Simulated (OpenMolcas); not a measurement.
# Pd2+: ligand-field states by method

Pd2+ with its 6 nearest fluoride ions at 2.014 Å, on the Li site of LiF (a = 4.028 Å, distance in the model lattice 2.014 Å). The rest of the host is ab initio model potentials to 7.6 Å and point charges beyond; the distance is set by hand and nothing relaxes, and no local charge compensation is placed. Ligand basis ANO-RCC-VDZP.

* Program: OpenMolcas
* Basis: ANO-RCC-VTZP [7s6p4d2f1g]
* Scalar Hamiltonian: DKH2, point nucleus
* Active space: 8 electrons in 5 orbitals (4d)
* State averaging: 2S+1 = 3 even, 10 roots; 2S+1 = 1 even, 15 roots
* Spin-orbit coupling: RASSI with atomic mean-field integrals over the reference wave functions

I. CASSCF
II. SS-CASPT2, IPEA 0.25 Eh, imaginary shift 0.1 Eh (closed shells correlated: 4s 4p and the ligand valence shells)

Spin-free states (labels of O, the rotations of Oh) in cm-1, each column counted from its own energy of the first state listed:

```tsv
State	Degeneracy	I	II
3A2	1	0	0
1E	2	13617	8620
3T2	3	19410	22370
1A1	1	24294	17610
3T1	3	27809	28860
1T2	3	32424	31380
1T1	3	36301	34370
3T1	3	43242	46520
1E	2	53528	55530
1T2	3	53713	55560
1A1	1	74197	70180
```

From I to II, I's first state of the same spin (3T2) moves from 19410 to 22370 cm-1, by about +3000 cm-1.

From I to II, I's first state of another spin (1E) moves from 13617 to 8620 cm-1, by about -5000 cm-1.

I: A least-squares ligand-field fit to the states below 45000 cm-1, each weighted by its degeneracy and with a free common offset, gives 10Dq = 19123 cm-1, B = 880 cm-1 and C = 3259 cm-1 (C/B = 3.70), with an rms deviation of 93 cm-1. The same method and metal basis give the free ion B = 953 cm-1 (fit to its terms below 60000 cm-1, rms deviation 8 cm-1), so the nephelauxetic ratio is β = 880 / 953 = 0.92; it hangs on how both fits weigh the states, and computed free-ion B values tend to be too large, so β mixes covalency with correlation.

II: A least-squares ligand-field fit to the states below 45000 cm-1, each weighted by its degeneracy and with a free common offset, gives 10Dq = 22595 cm-1, B = 625 cm-1 and C = 2225 cm-1 (C/B = 3.56), with an rms deviation of 231 cm-1. The same method and metal basis give the free ion B = 774 cm-1 (fit to its terms below 60000 cm-1, rms deviation 405 cm-1), so the nephelauxetic ratio is β = 625 / 774 = 0.81; it hangs on how both fits weigh the states, and computed free-ion B values tend to be too large, so β mixes covalency with correlation.

From I to II, 10Dq changes by +18 %, B by -29 % and C by -32 %.

χT at 300 K: I 1.26, II 1.22 cm3 K/mol.

Roots that are degenerate in the reference are averaged as groups; the widest CASPT2 spread within a group is 72 cm-1 (the 3-fold group of multiplicity 3 near 22400 cm-1 above the lowest state of its run, II). Shifts and gaps below about the spread of the groups concerned are not significant. Over all roots computed the reference weight is 0.72 to 0.73 in II; a low but even weight reflects the number of correlated electrons. Real 4d8 and 5d8 ions are as a rule square planar and diamagnetic. Ligand-to-metal charge-transfer states are missing. With no ligand orbital active B as a rule stays too high, so bands that hang on it stand too high and its fall with covalency is understated. Without dynamic correlation the repulsion within the d shell is too large (B by tens of per cent), so at a given field states of lower spin stand too high (holds for I). With metal d orbitals alone the field can be off either way by tens of per cent (holds for I). With one d shell and no ligand orbital active, 10Dq can be off by a tenth or more (holds for II). The distance lies 5 % under the 2.115 Å that this model takes as the normal distance (a Shannon-type radius plus a fixed donor radius, weighted with the host); by an R⁻⁵ law this alone changes a d-shell field by about +28 %. No measured value stands beside these numbers; the geometry was set by hand and not optimised.
